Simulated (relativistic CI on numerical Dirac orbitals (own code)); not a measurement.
# Fe⁺ in a cubic cluster: 3p photoemission with charge transfer

Computed with a charge-transfer multiplet model of a cubic metal-ligand cluster with up to 3 ligand holes, Slater and spin-orbit integrals from Dirac-Coulomb-Breit ions, Slater integrals scaled by 0.7. The ground state mixes d7 with configurations of k ligand holes L, whose averages lie at kΔ + k(k − 1)U_dd/2; a core hole lowers each added d electron by U_cd. 300 K, Lorentzian 0.9 eV and Gaussian 0.8 eV FWHM.

Atomic integrals in eV (Slater integrals scaled, ζ unscaled), ground: F2dd 6.782, F4dd 4.176, zeta_d 0.042; with the core hole: F2dd 7.717, F4dd 4.794, zeta_d 0.049, zeta_core 0.991, F2cd 8.583, G1cd 10.662, G3cd 6.441.

Cluster parameters (eV): U_dd = 7.5, U_cd = 8.8, 10Dq = 0.45, 10Dq(ligand) = 0.8, V(eg) = 2.75, V(t2g) = -1.18, final-state hopping factor = 0.9.

```
       Case   n_d    d7   d8L  d9L2  d10L3     S
 Δ = 5.5 eV  7.24  0.77  0.22  0.01   0.00  1.46
 Δ = 6.5 eV  7.19  0.81  0.18  0.01   0.00  1.49
 Δ = 7.5 eV  7.16  0.84  0.15  0.00   0.00  1.50
 Δ = 8.5 eV  7.14  0.87  0.13  0.00   0.00  1.50
Δ = 10.5 eV  7.10  0.90  0.10  0.00   0.00  1.50
```

Weights, n_d and S are thermal averages at 300 K. Binding energies count from the first peak over 30 % of the highest in each spectrum, which can be another peak from case to case. The parameters are a model scan and need not match a compound or its usual spin state. Peaks in eV (height, largest 100):
- Δ = 5.5 eV: 0.0 (100), 4.7 (58), 8.0 (45), 12.2 (33), 14.7 (20), 18.8 (18), 21.8 (13)
- Δ = 6.5 eV: 0.0 (100), 5.0 (59), 8.2 (42), 12.2 (36), 15.6 (18), 19.2 (21), 22.0 (7)
- Δ = 7.5 eV: 0.0 (100), 5.2 (58), 8.5 (37), 12.6 (33), 16.6 (16), 19.6 (18)
- Δ = 8.5 eV: 0.0 (100), 5.4 (54), 8.9 (33), 13.4 (30), 17.8 (16), 20.1 (12)
- Δ = 10.5 eV: 0.0 (100), 5.9 (49), 9.9 (27), 14.3 (30), 16.8 (10), 19.3 (12)

Curve for Δ = 10.5 eV (points under 2 left out, the grid thinned):

(E (eV), Intensity): (-4.2, 2.8), (-3.6, 3.7), (-3.0, 5.1), (-2.4, 7.7), (-1.7, 15.3), (-1.1, 36.5), (-0.5, 81.1), (0.1, 99.9), (0.7, 89.5), (1.3, 81.2), (1.9, 68.6), (2.6, 63.3), (3.2, 56.2), (3.8, 39.7), (4.4, 29.9), (5.0, 34.1), (5.6, 45.3), (6.2, 46.4), (6.8, 33.6), (7.5, 22.1), (8.1, 19.2), (8.7, 20.6), (9.3, 24.4), (9.9, 27.3), (10.5, 23.7), (11.1, 18.0), (11.8, 17.1), (12.4, 20.8), (13.0, 24.4), (13.6, 28.1), (14.2, 29.6), (14.8, 27.7), (15.4, 18.5), (16.0, 11.1), (16.7, 10.1), (17.3, 9.5), (17.9, 8.1), (18.5, 9.0), (19.1, 11.9), (19.7, 11.1), (20.3, 6.3), (21.0, 3.5), (21.6, 2.9), (22.2, 2.7), (22.8, 2.1)

For the case Δ = 7.5 eV, Δ = 7.5 eV equals U_dd = 7.5 eV, the border between the two sides of the Zaanen-Sawatzky-Allen scheme. With the core hole the configuration with one ligand hole lies at Δ − U_cd = -3.3, -2.3, -1.3, -0.3, 1.7 eV from the one without, in the order of the table; where this is negative the screened configuration lies lower, though the effective hopping of about 3.5 eV (from the holes of the mixed ground state) mixes the two strongly wherever it is as large as the gap.
